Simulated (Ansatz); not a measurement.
Geometry optimisation, RKS PBE0/def2-SVP (Ansatz).

input.yaml

```yaml
crystal:
  periodic: [false, false, false]
  atoms:
    - { symbol: Ti, position_ang: [-0.067185, 0.072741, -0.121546] }
    - { symbol: F, position_ang: [-0.14508, -0.009232, 1.667102] }
    - { symbol: Cl, position_ang: [1.858715, 0.307725, -1.11497] }
    - { symbol: Cl, position_ang: [-1.248668, 1.837691, -0.671748] }
    - { symbol: "N", position_ang: [-0.946657, -1.379974, -0.783395] }
    - { symbol: H, position_ang: [-1.642247, -1.899344, -0.250018] }
    - { symbol: H, position_ang: [-0.902263, -1.701888, -1.748054] }
    - { symbol: S, position_ang: [1.775402, -2.607462, 1.424509] }
    - { symbol: H, position_ang: [0.685531, -3.389011, 1.252622] }
    - { symbol: H, position_ang: [1.062454, -1.684347, 2.158099] }
basis:
  gaussian: { orbitals: def2-SVP }
hamiltonian:
  xc: pbe0
relax:
  f_tol: 0.03
  max_steps: 50
```

Command:

```bash
$ ansatz run input.yaml --threads 4 --pin off --max-ram 5120MiB --backend cpu --events-out ev --progress --plain --runs-dir out
```

Q: Where does it end, and by what steps?

A: The forces met the threshold. After 28 steps the energy has fallen by 0.244 eV; H6 moved furthest, 1.55 Å.

| step | energy less start (eV) | largest force component (eV/Å) | accepted |
| --- | --- | --- | --- |
| 0 | 0.0000 | 1.190 | yes |
| 1 | -0.0444 | 0.712 | yes |
| 2 | -0.0592 | 0.220 | yes |
| 3 | -0.0621 | 0.053 | yes |
| 4 | -0.0633 | 0.056 | yes |
| 5 | -0.0607 | 0.497 | no |
| 6 | -0.0644 | 0.041 | yes |
| 7 | -0.0672 | 0.152 | yes |
| 8 | -0.0652 | 0.520 | no |
| 9 | -0.0693 | 0.081 | yes |
| 10 | -0.0728 | 0.106 | yes |
| 11 | -0.0774 | 0.271 | yes |
| 12 | -0.0814 | 0.454 | yes |
| 13 | -0.0956 | 0.477 | yes |
| 14 | -0.1300 | 0.163 | yes |
| 15 | -0.1427 | 0.620 | yes |
| 16 | -0.1608 | 0.509 | yes |
| 17 | -0.1778 | 0.281 | yes |
| 18 | -0.1897 | 0.267 | yes |
| 19 | -0.1983 | 0.349 | yes |
| 20 | -0.2103 | 0.232 | yes |
| 21 | -0.2235 | 0.286 | yes |
| 22 | -0.2340 | 0.037 | yes |
| 23 | -0.2360 | 0.191 | yes |
| 24 | -0.2403 | 0.051 | yes |
| 25 | -0.2418 | 0.043 | yes |
| 26 | -0.2426 | 0.139 | yes |
| 27 | -0.2436 | 0.058 | yes |
| 28 | -0.2439 | 0.013 | yes |

```xyz
10
Properties=species:S:1:pos:R:3
Ti -0.026 0.354 -0.298
F 0.799 0.084 1.210
Cl 1.228 1.400 -1.762
Cl -1.910 1.447 -0.028
N -0.399 -1.305 -0.925
H -0.121 -2.141 -0.395
H -0.874 -1.534 -1.797
S 0.846 -3.371 1.601
H -0.311 -3.282 2.291
H 1.197 -2.104 1.915
```

Whether the end is a true minimum wasn't checked by a vibrational analysis.

Run time: 2.1 min on 4 threads of Intel(R) Xeon(R) Processor @ 2.70GHz, with other jobs on the host, peak memory 0.42 GiB.
